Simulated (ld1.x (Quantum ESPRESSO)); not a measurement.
Ga (Z = 31), TM: configuration errors across variants

ld1.x (Quantum ESPRESSO) 7.5 input, shortened:

```
&input
   title='Ga', zed=31., rel=1, dft='PZ', iswitch=3,
   config='[Ar] 3d10 4s2 4p1 4f-2'
 /
 &inputp
   pseudotype=2, tm=.true., lloc=2,
   nlcc=.false.
 /
4
3S  1  0   2.00   0.00  1.10  1.10  0.0
3P  2  1   6.00   0.00  0.70  0.70  0.0
4F  4  3  -2.00   0.35  1.20  1.20  0.0
3D  3  2  10.00   0.00  1.15  1.15  0.0
 &test
   configts(1)='3s2 3p6 3d10 4s2 4p1'
 /
```

Occupied shells without a wave of their own: 4p, 4s. They enter only through the test configuration that unscreens the potential.

All-electron excitation energies from the reference (eV): (1) 3s2 3p6 3d10 4s2 4p0 5.888; (2) 3s2 3p6 3d10 4s1 4p0 27.391; (3) 3s2 3p6 3d10 4s0 4p0 58.991; (4) 3s2 3p6 3d9 4s0 4p0 123.214; (5) 3s2 3p6 3d9 4s2 4p1 27.966; (6) 3s2 3p6 3d10 4s2 4p1.3 -0.578; (7) 3s2 3p6 3d10 4s0 4p3 13.544; (8) 3s2 3p6 3d10 4s2 4p1 spin -0.134; (9) 3s2 3p6 3d10 4s1 4p0 spin 27.084.

Spin tests fill each open shell by Hund’s rule, majority spin first.

For the base: The 4p, 4s levels have no wave, so the channel is fitted at the deeper level alone: the likely source of the large errors.

On the changes marked as counting shells twice: ld1.x takes every shell without a wave as core, so the model core holds the marked electrons as well and exchange and correlation see them twice. This cancels in the reference configuration, but the file is broken for other ones, and its errors say nothing about a proper core correction.

1 further variants failed, have other tests or too few solved ones, and are left out.

The file “base” misses its own reference levels by 1.4 eV. The file “wave 4f channel at 0.35 Ry: rc 1.20 bohr becomes 4f channel at 0.35 Ry: rc 0.74 bohr” misses its own reference levels by 1.4 eV. The file “all radii scaled by about 1.17 (s 1.28, p 0.82, d 1.34, f 1.40 bohr)” misses its own reference levels by 2.3 eV. The file “wave 3d (bound): rc 1.15 bohr becomes 3d (bound): rc 1.26 bohr” misses its own reference levels by 1.1 eV. The file “wave 3s (bound): rc 1.10 bohr becomes 3s (bound): rc 1.20 bohr” misses its own reference levels by 2.2 eV. The file “core correction a·sin(br)/r model core inside 0.68 bohr (4p, 4s counted twice)” misses its own reference levels by 1.4 eV. The file “local potential the p channel” misses its own reference levels by 0.7 eV. The file “wave 4f channel at 0.35 Ry: rc 1.20 bohr becomes 4f channel at 0.47 Ry: rc 1.20 bohr” misses its own reference levels by 1.4 eV.

Errors AE − PS in meV (a dash: test not solved or not reliable):

| change | (1) | (2) | (3) | (4) | (5) | (6) | (7) | (8) | (9) | bound ghosts |
| --- | --- | --- | --- | --- | --- | --- | --- | --- | --- | --- |
| base | +290 | -1593 | -4792 | -7538 | +335 | -45 | -4138 | +7.1 | -1535 | none |
| wave 4f channel at 0.35 Ry: rc 1.20 bohr becomes 4f channel at 0.35 Ry: rc 0.74 bohr | +290 | -1593 | -4792 | -7538 | +335 | -45 | -4138 | +7.1 | -1535 | none |
| all radii scaled by about 1.17 (s 1.28, p 0.82, d 1.34, f 1.40 bohr) | +575 | -2496 | -8235 | -13018 | +492 | -88 | -7607 | +12 | -2360 | none |
| wave 3d (bound): rc 1.15 bohr becomes 3d (bound): rc 1.26 bohr | +464 | -980 | -3678 | -6155 | +386 | -72 | -3923 | +5.2 | -932 | none |
| wave 3s (bound): rc 1.10 bohr becomes 3s (bound): rc 1.20 bohr | +293 | -2772 | -8015 | -12283 | +397 | -45 | -6465 | +12 | -2643 | none |
| core correction a·sin(br)/r model core inside 0.68 bohr (4p, 4s counted twice) | +93 | -2227 | -6288 | -9450 | +278 | -58 | -4231 | -39 | -2270 | none |
| local potential the p channel | -19 | -1058 | -2541 | -3631 | +65 | +2.6 | -1631 | +3.5 | -1061 | none |
| wave 4f channel at 0.35 Ry: rc 1.20 bohr becomes 4f channel at 0.47 Ry: rc 1.20 bohr | +290 | -1593 | -4792 | -7538 | +335 | -45 | -4138 | +7.1 | -1535 | none |

(1) Give the same row for: wave 3p (bound): rc 0.70 bohr becomes 3p (bound): rc 0.98 bohr.

## Answers

(1) +280, -1611, -4821, -7574, +334, -43, -4117, +7.1, -1556; bound ghosts: none.
